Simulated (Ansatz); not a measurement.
Geometry optimisation, RHF/def2-SVP in Ansatz 0.2.0.

input.yaml

```yaml
crystal:
  periodic: [false, false, false]
  atoms:
    - { symbol: Ga, position_ang: [0.08328, -0.439398, -0.550774] }
    - { symbol: H, position_ang: [0.157972, -0.245629, 2.213957] }
    - { symbol: Cl, position_ang: [1.923511, 0.549811, -0.981973] }
    - { symbol: O, position_ang: [-1.405037, 0.43326, -0.885186] }
    - { symbol: H, position_ang: [-2.243983, 0.036701, -0.706674] }
    - { symbol: O, position_ang: [0.06064, -2.112339, 0.034543] }
    - { symbol: Al, position_ang: [-0.438051, -3.720645, 0.192637] }
    - { symbol: H, position_ang: [0.628913, -4.877465, 0.313074] }
    - { symbol: H, position_ang: [-1.991381, -4.013563, 0.197499] }
    - { symbol: H, position_ang: [0.188536, -0.876132, 1.879797] }
basis:
  gaussian: { orbitals: def2-SVP }
hamiltonian:
  xc: hf
relax:
  f_tol: 0.03
  max_steps: 50
```

Launched with:

```bash
$ ansatz run input.yaml --threads 2 --pin off --max-ram 3072MiB --backend cpu --events-out ev --progress --plain --runs-dir out
```

Question: Where does it end, and by what steps?

Answer: The run converged. The force dipped under the threshold on the way, but the program's further checks kept it going. After 37 steps the energy has fallen by 0.209 eV; H9 moved furthest, 1.78 Å.

| step | energy less start (eV) | largest force component (eV/Å) | accepted |
| --- | --- | --- | --- |
| 0 | 0.0000 | 1.350 | yes |
| 2 | -0.1337 | 0.245 | yes |
| 4 | -0.1453 | 0.132 | yes |
| 6 | -0.1607 | 0.303 | yes |
| 8 | -0.1668 | 0.251 | yes |
| 10 | -0.1705 | 0.127 | yes |
| 12 | -0.1758 | 0.399 | yes |
| 14 | -0.1829 | 0.053 | yes |
| 16 | -0.1814 | 0.233 | no |
| 18 | -0.1856 | 0.112 | yes |
| 20 | -0.1914 | 0.055 | yes |
| 22 | -0.1865 | 0.244 | no |
| 24 | -0.1946 | 0.084 | yes |
| 26 | -0.1919 | 0.258 | no |
| 28 | -0.2013 | 0.044 | yes |
| 30 | -0.2038 | 0.071 | yes |
| 32 | -0.2060 | 0.131 | yes |
| 34 | -0.2075 | 0.044 | yes |
| 36 | -0.2084 | 0.053 | yes |
| 37 | -0.2086 | 0.027 | yes |

```xyz
10
Properties=species:S:1:pos:R:3
Ga -0.095 -0.654 -0.687
H 0.112 0.409 2.231
Cl 1.780 -0.068 -1.531
O -1.281 0.609 -0.382
H -2.126 0.379 -0.031
O -0.412 -2.334 -0.355
Al -0.498 -3.999 -0.090
H 0.134 -4.596 1.224
H -1.236 -4.900 -1.155
H 0.586 -0.111 2.482
```

The run took 100 s on 2 threads of Arm Neoverse V1 (shared host), peak memory 0.3 GiB.
